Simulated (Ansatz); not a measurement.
A structure relaxed at PBE-D4/def2-SVP in Ansatz, charge 0, singlet:

```xyz
9

Si    0.4669    2.2103    0.0554
Si   -0.4328   -2.0941    0.3649
Si   -1.8784    0.4537   -1.6050
Si    1.5477   -0.0419    2.1192
Si    0.0642   -0.8044   -1.8554
O     1.4434    1.3564    1.1248
O     0.3746   -1.0234    1.4297
O    -0.0893    0.9751   -1.0175
O    -1.4963   -1.0317   -0.6161
```

(1) Give its formula.

(2) Summarise the bond lengths by kind (pairs closer than 1.2 times the sum of covalent radii, bridged metal pairs left out).

Answers

(1) Si5O4.

(2) 10 × O–Si 1.68 to 2.01 Å; 2 × Si–Si 2.33 to 2.62 Å.

The restricted singlet is unstable towards broken spin symmetry in Hartree–Fock (as tested in another run); at PBE-D4/def2-SVP this wasn't settled. Another isomer (singlet) lies 0.72 eV lower at PBE0-D4/def2-TZVP; other spin states weren't run for this one.
